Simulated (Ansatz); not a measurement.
Consider the isomerisation: `B1NB[SiH2]1` → `NB1B[SiH2]1`.

Calculated with Ansatz (gas phase, PBE0-D4/def2-TZVP geometries, no zero-point term in ΔE). CBS: MP2 limit from def2 TZ/QZ plus the TZ coupled-cluster correction, frozen cores. Functionals use def2-TZVPP. One conformer a species, not always the lowest.

`B1NB[SiH2]1`:

Cartesian coordinates in Å:
```
B 0.903 -0.760 -0.024
N 0.978 0.620 0.345
B -0.393 0.999 0.492
Si -1.026 -0.579 -0.605
H 1.785 -1.544 0.168
H 1.788 1.113 0.700
H -0.757 1.905 1.181
H -2.121 -1.503 -0.204
H -1.157 -0.251 -2.052
```

`NB1B[SiH2]1`:

```xyz
9

N    -1.018    1.565   -0.262
B    -0.421    0.404   -0.660
B     0.265   -0.948   -0.964
Si    0.837   -1.175    0.793
H    -2.018    1.683   -0.245
H    -0.504    2.380    0.030
H     0.668   -1.485   -1.944
H     0.277   -0.371    1.914
H     1.914   -2.052    1.339
```

Q: Is it downhill or uphill in electronic energy at CCSD(T)/CBS, and by how much? (Best estimate.)

A: The calculation gave: Uphill: ΔE = +33.4 kcal/mol.

Q: What do these levels give: LDA (SPW92), BLYP-D4, PBE0-D4, r2SCANh-D4, PBE, revPBE, CAM-B3LYP, HF/def2-SVP, HF/def2-TZVPP, HF/CBS(def2), MP2/CBS(def2), CCSD/CBS(def2)? (Estimate.)

A: The calculation gave: LDA (SPW92) 26.9, BLYP-D4 26.0, PBE0-D4 31.2, r2SCANh-D4 29.8, PBE 26.8, revPBE 26.8, CAM-B3LYP 34.3, HF/def2-SVP 44.9, HF/def2-TZVPP 42.2, HF/CBS(def2) 42.4, MP2/CBS(def2) 33.1, CCSD/CBS(def2) 35.7 kcal/mol.

Largest T1 diagnostic among the species: 0.015.

From BLYP to BHLYP (50 % exact exchange), in def2-TZVPP and without D4, ΔE moves by +9.2 kcal/mol. Leaving LDA and LC-ωPBE aside and taking each functional with its dispersion term where it has one, the values, not all of them listed here, spread over 11.4 kcal/mol, from BLYP-D4 to ωB97X-V. At CCSD(T), def2-SVP lies +2.8 kcal/mol from the extrapolated value and def2-TZVPP −0.3 kcal/mol.
